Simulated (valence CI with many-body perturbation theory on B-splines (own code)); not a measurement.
Mn¹⁸⁺: key properties

Computed by valence CI with perturbative core correlation (CI+MBPT): five valence electrons over a frozen Dirac-Fock core [He], radial functions for each j: 9 s, 9 p, 8 d, 6 f, 3 g, 1 h, with the one-electron correlation potential Σ1, the two-electron term Σ2, the three-electron term Σ3, Breit, model QED; selected CI, second order for the rest (own B-spline code, finite nucleus).

No measured spectrum was set against this ion. As an estimate, levels of excited configurations hold to 0.05 to 0.15 % of their energy, terms of the ground configuration to about 0.5 %. Among the levels kept, up to 2000 cm⁻¹ of a level comes from second order outside the variational space, and about a tenth of that is noise between levels of different J, which matters for small intervals.

Rates and lifetimes use the calculated energies. Strong lines usually hold to 10 to 20 %, long lifetimes can be off by a factor of two.

**Question.** What is the ground level?

**Answer.** 2s2 2p3 4S°_3/2, composition 91 % 2s2 2p3 4S° + 8 % 2s2 2p3 2P°, g = 1.929.

**Question.** What are the static dipole polarisabilities of the lowest levels?

**Answer.** 2s2 2p3 4S°_3/2 0.0127 (tensor 8.9e-05); 2s2 2p3 2D°_3/2 0.0110 (tensor 0.0024); 2s2 2p3 2D°_5/2 0.0113 (tensor 0.00080); 2s2 2p3 2P°_1/2 0.00989 bohr³, of which the core gives 2.36e-05.

**Question.** Name the longest-lived excited levels whose lifetime is computed, and their main decay.

**Answer.** 2s2 2p3 2D°_5/2 at 1.485 Ry lives 1.12 ms, mostly by M1 to 2s2 2p3 4S°_3/2; 2s2 2p3 2D°_3/2 at 1.204 Ry lives 103 μs, mostly by M1 to 2s2 2p3 4S°_3/2; 2s2 2p3 2P°_1/2 at 2.213 Ry lives 41.0 μs, mostly by M1 to 2s2 2p3 4S°_3/2.

**Question.** What is the ionisation energy?

**Answer.** 1430.1 eV; NIST lists 1430.9 ± 2.2 eV (semi-empirical).

**Question.** How well does LS coupling describe the low levels?

**Answer.** Among the lowest 20 levels the leading LS term, summed over configurations, holds 89 % on average. For single configurations the figures are 89 % in LS and 77 % in jj coupling. Terms mix most in the J = 3/2 level at 60.506 Ry, where the leading one holds 70 %.
